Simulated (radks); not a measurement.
Ho LI, configuration [Ne] 3s2 3p5. Method: scalar-relativistic Kohn-Sham, PBE, spin-polarised, spherical densities, finite nucleus; open shells are filled with parallel spins first (spin-orbit coupling, left out, can overturn this in heavy ions); Fermi nuclear charge, rms radius 5.2022 fm; computed with a radial shooting solver on a logarithmic mesh with Libxc functionals.

Radial electron density D(r) = 4 pi r^2 rho(r):

```
   r/bohr * D(r) (the largest magnitude, 110, reaches the edge; | marks zero)
 0.001773 |     *
 0.001983 |      *
   0.0022 |       *
 0.002461 |         *
 0.002731 |          *
 0.003055 |            *
 0.003389 |              *
 0.003791 |                 *
 0.004207 |                   *
 0.004705 |                      *
 0.005221 |                        *
 0.005839 |                           *
 0.006479 |                              *
 0.007247 |                                 *
 0.008106 |                                    *
 0.008995 |                                      *
  0.01006 |                                         *
  0.01116 |                                          *
  0.01249 |                                           *
  0.01385 |                                            *
   0.0155 |                                            *
   0.0172 |                                           *
  0.01923 |                                          *
  0.02134 |                                        *
  0.02387 |                                       *
  0.02649 |                                      *
  0.02963 |                                      *
  0.03287 |                                        *
  0.03677 |                                          *
   0.0408 |                                             *
  0.04563 |                                                 *
  0.05063 |                                                    *
  0.05664 |                                                      *
  0.06284 |                                                      *
  0.07029 |                                                   *
  0.07862 |                                              *
  0.08724 |                                       *
  0.09758 |                                *
   0.1083 |                         *
   0.1211 |                     *
   0.1344 |                   *
   0.1503 |                   *
   0.1668 |                     *
   0.1865 |                     *
    0.207 |                     *
   0.2315 |                  *
   0.2569 |             *
   0.2873 |         *
   0.3188 |     *
   0.3566 |  *
   0.3957 |*
   0.4426 *
   0.4911 *
   0.5493 *
   0.6095 *
   0.6817 *
```

D(r) has 3 maxima, at r = 0.0142, 0.0599, 0.187 bohr, and minima at 0.0278, 0.139 bohr, inside which lie 1.96, 10.46 electrons.
